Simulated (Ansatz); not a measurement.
## Active spaces for ScH2, doublet

Calculated in Ansatz's Gaussian-basis code. Basis def2-SVP, nonrelativistic, 9 orbitals frozen in the corrections. State-specific CASSCF; RHF is the lowest restricted (open-shell) Hartree–Fock solution met. A minimal or small basis: far from the basis limit. No symmetry is imposed, so a solution can break that of the shape. No proof that the lowest CASSCF solution was found.

Geometry:

```xyz
3

H     0.0000    0.8261    1.7716
Sc    0.0000    0.0000    0.0000
H     0.0000    0.8261   -1.7716
```

(1) What do CASSCF and its corrections give against RHF in CAS(5,8), and what are the occupations?

Results:

(1) CASSCF -1.180 eV, SC-NEVPT2 -1.562 eV; occupations 1.97, 1.96, 1.00, 0.03, 0.02, 0.01, 0.01, 0.00.
